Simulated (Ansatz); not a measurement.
**Worked example: C2HF3Ge + SiH(CH3)F → C2HF2Ge + SiH(CH3)F2**

Species: C2HF3Ge `C#[C][Ge]([F])([F])[F]`, singlet; SiH(CH3)F, doublet; C2HF2Ge `C#[C][Ge]([F])[F]`, doublet; SiH(CH3)F2, singlet. A radical takes F: the energy is the difference in strength between the Ge–F bond broken and the Si–F bond made.

Shapes, held fixed at every level: PBE0-D4/def2-TZVP. Programs: Ansatz 0.2.0. The zero-point and thermal change to 298 K, harmonic and unscaled (PBE0-D4/def2-TZVP), is +2.6 kJ/mol.

At CCSD(T)/def2-TZVPP; 1 Eh = 2625.50 kJ/mol:

```
   species   energy (Eh)
   C2HF3Ge  -2451.567901
 SiH(CH3)F   -429.248276
   C2HF2Ge  -2351.731728
SiH(CH3)F2   -529.130238
```

Task: Work out ΔH(298 K) of the reaction at this level.

Result: 
1. Products less reactants: (-2351.731728) + (-529.130238) − [(-2451.567901) + (-429.248276)] = -0.045789 Eh = -120.2 kJ/mol.
2. With the thermal change: -120.2 + (+2.6) = -117.6 kJ/mol.

Other levels give -125.9 (r2SCAN-D4/def2-TZVPP) to -106.3 kJ/mol (HF/def2-SVP). No measured value is set beside it here. Open shells run unrestricted. Relativity is left out for Ge. Outer-core shells of Ge are correlated, in sets that cover them unevenly.
